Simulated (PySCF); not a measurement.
Compound: C₆H₆O.
SMILES with atom numbers: `[CH:1]1=[CH:2][C@H:3]2[CH:4]=[CH:5][C@@H:6]1[O:7]2` (hydrogens: H8 on C1; H9 on C2; H10 on C3; H11 on C4; H12 on C5; H13 on C6)

Level of theory: core-valence-separated Tamm–Dancoff BHandHLYP/aug-pcX-1 (pcseg-1 on H) in PySCF, non-relativistic, gas phase, PBE0-D3(BJ)/def2-SVP geometry. BHandHLYP without relativity tends to put these K edges a few eV too low, so spacings mean more than positions.

(1) What does the O 1s absorption edge look like?

(2) What does the C 1s absorption edge look like?

Answers

(1) 
| E (eV) | f | core hole on | main final orbital |
| --- | --- | --- | --- |
| 531.65 | 0.0275 | O7 | LUMO (79 %) |
| 533.80 | 0.0030 | O7 | LUMO+1 (49 %) |
| 534.29 | 0.0166 | O7 | LUMO+4 (32 %) |
| 534.44 | 0.0000 | O7 | LUMO+5 (73 %) |
| 534.55 | 0.0009 | O7 | LUMO+2 (87 %) |
| 534.74 | 0.0028 | O7 | LUMO+4 (37 %) |
| 534.80 | 0.0018 | O7 | LUMO+3 (87 %) |

The first line with a tenth or more of the strongest one's intensity is at 531.65 eV (f = 0.027), with the hole on O7 (cyclic ether oxygen). It is also the strongest listed.

(2) 
| E (eV) | f | core hole on | main final orbital |
| --- | --- | --- | --- |
| 282.50 | 0.2222 | C1/C2/C4/C5 | LUMO (4 roots, f summed) |
| 285.85 | 0.0563 | C1/C2/C4/C5 | LUMO+1 (4 roots, f summed) |
| 286.18 | 0.0163 | C3/C6 | LUMO (2 roots, f summed) |
| 286.42 | 0.0526 | C1/C2/C4/C5 | spread (4 roots, f summed) |
| 287.07 | 0.0062 | C1/C2/C4/C5 | LUMO+2/LUMO+4 (4 roots, f summed) |
| 287.24 | 0.0102 | C1/C2/C4/C5 | LUMO+1 (4 roots, f summed) |
| 287.34 | 0.0115 | C1/C2/C4/C5 | LUMO+4 (4 roots, f summed) |

The first line with a tenth or more of the strongest one's intensity is at 282.50 eV (f = 0.222, sum of 4), with the hole on C1/C2/C4/C5 (alkene CH carbon). It is also the strongest listed.

Roots within 0.03 eV whose holes lie on the same, on equivalent or on shared atoms are summed into one line, and the highest roots are left out, as the search may have cut off their partners. Final orbitals are the ground state's empty Kohn–Sham orbitals.

**Question.** What is the summed oscillator strength of the listed O K lines, and their intensity-weighted mean energy?

**Answer.** Σf = 0.053 over 7 lines from 531.65 to 534.80 eV; the weighted mean is 532.93 eV. The strongest line holds 52 % of the sum.

Only the lowest roots of each edge were sought.
